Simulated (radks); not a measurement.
Q: All-electron atom: Hf17+ in [Xe] 6s1 (not the ground configuration). All-electron calculation, scalar-relativistic Kohn-Sham, PBEsol, spin-unpolarised, spherical densities, point nucleus. Program: a radial shooting solver on a logarithmic mesh with Libxc functionals. Some entries of the table are withheld. Estimate them.

| orbital | occ. | eigenvalue (eV) | <r> (bohr) |
|---|---|---|---|
| 1s | 2 | (1) | (2) |
| 2s | 2 | (3) | 0.08045 |
| 2p | 6 | -10357.15 | 0.07180 |
| 3s | 2 | -3120.630 | 0.2085 |
| 3p | 6 | -2713.596 | 0.2083 |
| 3d | 10 | -2232.139 | 0.1888 |
| 4s | 2 | -1036.806 | 0.4475 |
| 4p | 6 | -895.3566 | (4) |
| 4d | 10 | -715.4561 | (5) |
| 5s | 2 | -444.3884 | 0.8710 |
| 5p | 6 | -392.4255 | (6) |
| 6s | 1 | -243.4567 | 1.496 |

A: 
(1) 1s eigenvalue (eV): -65803.23
(2) 1s <r> (bohr): 0.01899
(3) 2s eigenvalue (eV): -11720.08
(4) 4p <r> (bohr): 0.4674
(5) 4d <r> (bohr): 0.4809
(6) 5p <r> (bohr): 0.9282
